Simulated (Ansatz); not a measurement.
Cost and result up the ladder for the cluster Sn4Se4 (8 atoms). Total charge 0; singlet. Geometry: PBE-D4/def2-SVP.

```xyz
8

Sn    0.266   -2.238    0.691
Sn   -1.043    0.052   -2.113
Sn   -1.336    1.151    1.563
Sn    2.113    1.035   -0.141
Se    1.391   -1.198   -1.628
Se   -0.277    2.330   -0.719
Se   -2.199   -1.078    0.147
Se    1.085   -0.054    2.200
```

Ansatz on 4 threads of Arm Neoverse V1 on a shared host. Times are rough, and most runs start from the orbitals of an earlier one. PBE0-D4/def2-TZVP serves as the yardstick here, not as an exact answer. Differences are given only for rows in sets of like size (and for xTB, whose basis is part of the method), since another set adds its own error. Binding counts from free atoms at the same level (Sn triplet, Se triplet; other spins of the atoms weren't run), without zero-point energy or a counterpoise term.

In the def2 sets Sn takes a core potential, while STO-3G treats all electrons; there is no spin–orbit coupling. Correlated methods freeze 52 core orbitals; core or outer-core shells of Sn, Se are correlated, in sets that lack core-valence functions. The rows differ in basis, and correlated rows in double-zeta sets carry the largest basis error. The structure comes from a short search, and lower isomers may exist.

Correlated methods converge slowly with the basis, most of all in double-zeta sets.

| level | functions | wall time |
| --- | --- | --- |
| PBE-D4/def2-SVP | 232 | 8 s |
| LDA (SPW92)/def2-TZVP | 392 | 9.5 s |
| HF/STO-3G | 180 | 13 s |
| PBE-D4/def2-TZVP | 392 | 19 s |
| PBE0-D4/def2-SVP | 232 | 20 s |
| MP2/def2-SVP | 232 | 24 s |
| RPA@PBE/def2-SVP | 232 | 26 s |
| r2SCAN-D4/def2-TZVP (with forces) | 392 | 41 s |
| HF/def2-TZVP | 392 | 44 s |
| PBE0-D4/def2-TZVP | 392 | 58 s |

(1) Estimate what each level gives for the binding energy per atom (eV).

Answers

(1) 
| level | binding energy per atom (eV) | difference from PBE0-D4/def2-TZVP (eV) |
| --- | --- | --- |
| PBE-D4/def2-SVP | 3.32 | – |
| LDA (SPW92)/def2-TZVP | 3.80 | 0.62 |
| HF/STO-3G | 3.14 | – |
| PBE-D4/def2-TZVP | 3.32 | 0.14 |
| PBE0-D4/def2-SVP | 3.16 | – |
| MP2/def2-SVP | 2.86 | – |
| RPA@PBE/def2-SVP | 2.50 | – |
| r2SCAN-D4/def2-TZVP (with forces) | 3.18 | 0.00 |
| HF/def2-TZVP | 1.74 | -1.44 |
| PBE0-D4/def2-TZVP | 3.18 | 0.00 |
